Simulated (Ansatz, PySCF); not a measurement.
Species: trimethylborane, C$_{3}$H$_{9}$B (charge 0, singlet). SMILES: CB(C)C
Geometry: optimised at B3LYP-D3(BJ)/def2-TZVP (Ansatz, a quantum-chemistry and plane-wave program).

Property: atomisation energy (electronic, to ground-state atoms), in eV. Correlated levels leave the core frozen unless marked. Open shells are spin-unrestricted. No spin-orbit coupling. Non-relativistic. The coupled-cluster limit lacks core correlation, which all-electron functionals hold. CBS(X,Y): correlation extrapolated as X^-3; Hartree-Fock from the larger set. [CCSD(T)-MP2]/basis is that difference in the basis named.

```tsv
level	program	atomisation energy (eV)	minus last row
HF/def2-TZVPD	PySCF	40.51	-11.52
SVWN5/def2-TZVPD	Ansatz	58.40	6.37
B3LYP/def2-TZVPD	Ansatz	51.94	-0.09
PBE0/def2-SVP	Ansatz	52.67	0.64
PBE0-D3(BJ)/def2-TZVPD	Ansatz + dftd3	52.43	0.40
PBE0-D4/def2-TZVP	Ansatz + dftd4	52.41	0.38
PBE0-D4/def2-TZVPD	Ansatz + dftd4	52.41	0.38
TPSSh-D3(BJ)/def2-TZVPD	PySCF + dftd3	52.56	0.53
TPSSh-D4/def2-TZVPD	PySCF + dftd4	52.56	0.53
r2SCAN0/def2-TZVPD	Ansatz	51.93	-0.10
PBE-QIDH/def2-TZVPD	Ansatz	51.87	-0.16
MP2/6-31G	Ansatz	45.92	-6.11
MP2/aug-cc-pVTZ	Ansatz	51.51	-0.52
RI-MP2/CBS(cc-pVTZ,cc-pVQZ)	Ansatz	52.37	0.34
CCSD/aug-cc-pVTZ	Ansatz	50.68	-1.35
CCSD/cc-pVTZ	Ansatz	50.52	-1.51
CCSD(T)/6-31G*	Ansatz	47.84	-4.19
CCSD(T)/aug-cc-pVDZ	Ansatz	49.00	-3.03
CCSD(T)/cc-pVTZ	Ansatz	51.01	-1.02
RI-MP2/CBS(aug-cc-pVTZ,aug-cc-pVQZ)+[CCSD(T)-MP2]/aug-cc-pVDZ	Ansatz	51.95	-0.08
RI-MP2/CBS(aug-cc-pVTZ,aug-cc-pVQZ)+[CCSD(T)-MP2]/aug-cc-pVTZ	Ansatz	52.03	0.00
```
